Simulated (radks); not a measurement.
Spherical quantum dot in the effective-mass picture: electrons in a parabolic well V = omega^2 r^2 / 2 with omega = 4.98, with a point charge +1 (a donor) at the centre, all in effective atomic units (hartree* = m*/eps^2 hartree, bohr* = eps/m* bohr), one dielectric constant everywhere. Calculated with a radial shooting solver with Libxc functionals: non-relativistic Kohn-Sham, LDA (Slater exchange, Perdew-Wang correlation), spin-polarised, spherical densities. Levels are named by radial order and angular momentum (1s, 1p, 1d, 2s, ...), and open shells are averaged over m. Results are scaled to m* = 0.152 and eps = 7.5, for which hartree* = 73.53 meV and bohr* = 2.611 nm.

N = 8, configuration 1s2 1p6. This is the lowest configuration that the search found. Occupied and some empty levels:

| level | occupation | eigenvalue (meV) | <r> (nm) |
|---|---|---|---|
| 1s | 2 | 1133.5 | 1.359 |
| 1p | 6 | 1474.1 | 1.876 |
| 2s | 0 | 1770.1 | 2.030 |
| 1d | 0 | 1796.8 | 2.236 |
| 1f | 0 | 2124.3 | 2.531 |

Energy (meV): total 8145.68, kinetic 2939.2, external 2640.3, Hartree 3150.5, exchange-correlation -584.36.

Electron density:

| r (nm) | n(r) (e/nm^3) |
|---|---|
| 0.168 | 0.2740 |
| 0.355 | 0.2535 |
| 0.542 | 0.2433 |
| 0.729 | 0.2370 |
| 0.916 | 0.2290 |
| 1.10 | 0.2158 |
| 1.29 | 0.1958 |
| 1.48 | 0.1697 |
| 1.66 | 0.1400 |
| 1.85 | 0.1095 |
| 2.04 | 0.08109 |
| 2.23 | 0.05673 |
| 2.41 | 0.03749 |
| 2.60 | 0.02339 |
| 2.79 | 0.01379 |
| 2.97 | 0.007637 |
| 3.16 | 0.004028 |
| 3.35 | 0.001987 |
| 3.54 | 0.0009253 |
| 3.72 | 0.0004119 |
